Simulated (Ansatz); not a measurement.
Consider the isomerisation: `B[SiH2]OC` → `COB[SiH3]`.

Computed with Ansatz on PBE0-D4/def2-TZVP structures; ΔE is electronic, products minus reactants. CCSD(T)/CBS adds triple-zeta CCSD(T) − MP2 to the extrapolated MP2 energy (def2 sets, frozen cores). DFT in def2-TZVPP. One conformer a species, not always the lowest.

`B[SiH2]OC`:

Z-matrix (Å, degrees):
```
Si
O 1 1.649
B 1 1.999 2 111.2
H 1 1.498 2 110.0 3 121.8
H 1 1.498 2 109.9 3 -121.9
C 2 1.407 1 122.1 3 179.9
H 3 1.195 1 123.5 2 0.3
H 3 1.197 1 118.8 2 -179.8
H 6 1.097 2 111.5 1 61.2
H 6 1.097 2 111.5 1 -60.2
H 6 1.091 2 108.4 1 -179.5
```

`COB[SiH3]`:

```xyz
11

C     1.441   -1.331   -0.832
O     0.229   -0.637   -0.594
B     0.108    0.295    0.361
Si   -1.676    1.221    0.613
H     1.751   -1.150   -1.863
H     1.264   -2.400   -0.700
H     2.225   -0.999   -0.146
H     1.068    0.555    1.047
H    -2.180    0.981    1.997
H    -1.510    2.696    0.464
H    -2.719    0.769   -0.348
```

| level | ΔE (eV) |
| --- | --- |
| r2SCAN-D4 | -0.75 |
| CAM-B3LYP-D4 | -0.74 |
| ωB97M-V | -0.72 |
| PBE-QIDH | -0.73 |
| r2SCAN | -0.76 |
| CCSD/def2-SVP | -0.99 |
| HF/def2-TZVPP | -0.54 |
| HF/def2-QZVPP | -0.53 |

(1) What does CCSD(T)/CBS give? (Estimate.)

Largest T1 diagnostic among the species: 0.014.

## Answers

(1) The calculation gave: -0.70 eV. The listed levels differ from it by -0.05, -0.04, -0.02, -0.03, -0.06, -0.29, 0.16, 0.17 eV.

From PBE to PBE0 (25 % exact exchange), in def2-TZVPP and without D4, ΔE moves by +0.07 eV. At CCSD(T), def2-SVP lies −0.34 eV from the extrapolated value and def2-TZVPP −0.03 eV.
